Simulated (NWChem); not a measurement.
Molecule: CH7FSi2; SMILES FC([SiH3])[SiH3]

```xyz
11

F     -1.6662    -0.1473     0.0000
C     -0.3947     0.4385     0.0000
Si     0.4850    -0.0611     1.6126
Si     0.4850    -0.0611    -1.6126
H     -0.5203     1.5385     0.0000
H     -0.3465     0.3475     2.7823
H      1.8117     0.6254     1.6717
H      0.6867    -1.5392     1.6401
H     -0.3465     0.3475    -2.7823
H      1.8117     0.6254    -1.6717
H      0.6867    -1.5392    -1.6401
```
Atoms are numbered in this order, from 1.

Computed with NWChem. All runs use the structure optimised with PBE0/def2-SVP.

For level PW6B95/def2-SVP:

| Property | Value |
|---|---|
| highest occupied level (eV) | -8.37 |
| orbital gap (eV) | 8.90 |

Question: How do the values read with level B3LYP/def2-SVP instead?

Answer: 
| Quantity | Result |
|---|---|
| highest occupied level (eV) | -8.01 |
| orbital gap (eV) | 8.34 |
